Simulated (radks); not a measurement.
Question: All-electron atom: I4+ in [Kr] 4d10 5s1.5 5p1 4f0.5 (fractional occupations, a model configuration). Calculated with a radial shooting solver on a logarithmic mesh with Libxc functionals: scalar-relativistic Kohn-Sham, Wu-Cohen GGA, spin-unpolarised, spherical densities, finite nucleus; Fermi nuclear charge, rms radius 4.75 fm. Some entries of the table are withheld. Estimate them.

| orbital | occ. | eigenvalue (eV) | <r> (bohr) |
|---|---|---|---|
| 1s | 2 | -33025.20 | 0.02723 |
| 2s | 2 | -5141.526 | 0.1172 |
| 2p | 6 | -4620.621 | (1) |
| 3s | 2 | -1073.931 | 0.3142 |
| 3p | 6 | -905.0561 | 0.3121 |
| 3d | 10 | -651.7810 | 0.2886 |
| 4s | 2 | -225.5302 | 0.7394 |
| 4p | 6 | -172.5236 | 0.7908 |
| 4d | 10 | -95.0736 | 0.9134 |
| 5s | 1.5 | -57.8741 | (2) |
| 5p | 1 | -44.9939 | 2.026 |
| 5d | 0 | -28.0186 | 2.664 |
| 6s | 0 | -24.7408 | 3.627 |
| 4f | 0.5 | (3) | 1.934 |

Answer: 
(1) 2p <r> (bohr): 0.1025
(2) 5s <r> (bohr): 1.782
(3) 4f eigenvalue (eV): -23.6496
